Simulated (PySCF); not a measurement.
# Computed properties of BH₃, SMILES B

BH3, SMILES B. Coordinates come from a PBE0-D3(BJ)/def2-TZVPD optimisation. The isomer is the one that the SMILES or the coordinates give; other isomers of the formula were not compared. The values are those of a single conformer. All values are computed for the isolated molecule unless a solvent is named; none is compared with measurement here.

**Structure.** The optimised structure has D3h symmetry. All 6 harmonic modes at PBE0-D3(BJ)/def2-TZVPD (PySCF) are real, so it is a minimum.

**Vibrations.** The strongest infrared lines (harmonic, unscaled, degenerate partners summed) lie at 2695 cm⁻¹ (247 km/mol, H 88 %, B 12 %), 1147 cm⁻¹ (79 km/mol, H 78 %, B 22 %), 1189 cm⁻¹ (24 km/mol, H 90 %, B 10 %). The softest mode is at 1147 cm⁻¹ and the zero-point energy is 16.4 kcal/mol.

**Electronic structure.** CAM-B3LYP/def2-TZVPD (PySCF) places the frontier levels at -11.44 and -0.88 eV, a gap of 10.56 eV, and gives a dipole moment of 0.00 D and a mean polarisability of 17.6 bohr³.

**Excitations.** TDDFT-M06-2X/def2-TZVPD (PySCF) has S1 at 5.67 eV (219 nm, f = 0.000, dark); the most intense of the 10 singlets computed lies at 9.29 eV (f = 0.18). Strengths of degenerate partners are summed. T1 (TDA) is at 5.11 eV. No vertical singlet excitation falls in the visible range (under 3.1 eV).

**NMR.** GIAO shifts at KT2/pcSseg-2 (PySCF) (non-relativistic, atoms alike by connectivity averaged): ¹H at 8.3 ppm against TMS; ¹¹B at 84.1 ppm against BF3.
